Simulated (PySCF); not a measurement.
Calculation: B3LYP-D3(BJ)/def2-TZVP in PySCF. Gas-phase values, no solvent. B3LYP has the VWN-RPA correlation part, as in Gaussian. 

Reference species (SMILES): `[F][Ge]([F])([Cl])[Cl]` (neutral, multiplicity 1).

```
Item             Result
-------------  --------
HOMO–LUMO gap   7.38 eV
HOMO           -9.84 eV
```

Changed species: `[Cl][Ge]([F])([F])[F]` (1 of 4 F replaced by Cl; the reference has 2 of 4 F replaced by Cl).

**Question.** Predict the effect on the HOMO–LUMO gap and HOMO.

**Answer.** the HOMO–LUMO gap rises by 0.61 eV, to 7.99 eV; the HOMO falls by 0.51 eV, to -10.35 eV.
